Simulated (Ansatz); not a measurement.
The cluster Ta5⁻. Charge -1, multiplicity 1. Geometry r2SCAN-D4/def2-SVPD; atoms count from 1.

```tsv
atom	x (Å)	y (Å)	z (Å)
Ta1	0.170	1.678	1.828
Ta2	0.850	1.562	-0.359
Ta3	0.333	-0.516	-1.707
Ta4	-0.547	-0.483	0.954
Ta5	-0.806	-2.242	-0.716
```

In the def2 sets Ta takes a core potential; there is no spin–orbit coupling. The restricted singlet is unstable towards broken spin symmetry in Hartree–Fock (as tested in another run); at PBE0-D4/def2-TZVPD this wasn't settled. No other spin state of charge -1 was run. Another isomer (singlet) lies 2.82 eV lower at PBE0-D4/def2-TZVPD; other spin states weren't run for this one.

Question: Estimate the Mulliken populations from the PBE0/def2-TZVPD orbitals of Ansatz.

Answer: 
```
atom  charge (e)  d electrons
 Ta1       -0.32         3.72
 Ta2       -0.11         3.76
 Ta3       -0.11         3.76
 Ta4       -0.13         3.64
 Ta5       -0.32         3.72
```
Mulliken values and Mayer orders depend strongly on the basis. With diffuse functions, as here, like atoms can get unlike values, and bond orders can come out too low or too high.

Question: And the Mayer bond orders between bonded heavy atoms (over 0.3)?

Answer: Ta1–Ta2 3.04 (2.29 Å); Ta1–Ta4 1.97 (2.44 Å); Ta2–Ta3 1.66 (2.53 Å); Ta2–Ta4 1.27 (2.80 Å); Ta3–Ta4 1.27 (2.80 Å); Ta3–Ta5 3.04 (2.29 Å); Ta4–Ta5 1.97 (2.44 Å). Values over 0.3 also appear between atoms too far apart for a bond (Ta1–Ta3 0.31 at 4.16 Å; Ta1–Ta5 0.57 at 4.77 Å; Ta2–Ta5 0.31 at 4.16 Å); they arise where an orbital or an unpaired electron spreads over both atoms.
